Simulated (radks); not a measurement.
Task: These are the eigenvalues of the occupied orbitals of an atom or ion with whole-number occupations (hartree). Calculated with a radial shooting solver on a logarithmic mesh with Libxc functionals: Dirac Kohn-Sham, LDA (Slater exchange, Perdew-Wang correlation), spin-unpolarised, spherical densities, point nucleus.

| orbital | eigenvalue |
|---|---|
| 1s1/2 | -430.5832 |
| 2s1/2 | -55.31265 |
| 2p1/2 | -49.55448 |
| 2p3/2 | -48.21341 |
| 3s1/2 | -7.74579 |
| 3p1/2 | -5.81031 |
| 3p3/2 | -5.62514 |
| 3d3/2 | -2.30002 |
| 3d5/2 | -2.27307 |
| 4s1/2 | -1.23895 |
| 4p1/2 | -0.85192 |

Which element is it, and in what charge state? The configuration may be excited. Open shells, if any, fill j = l - 1/2 first.

Result: Z = 33, arsenic, charge +2: As2+ in [Ar] 3d10 4s2 4p1. The list shows which subshells hold electrons but not how many an open one holds; the 1s level, -430.58 hartree, gives Z - s = 29.3 by -(Z - s)^2/2, which with screening and relativity narrows Z to a few neighbours, and the depths of the outer levels then fix element, charge and occupations together.
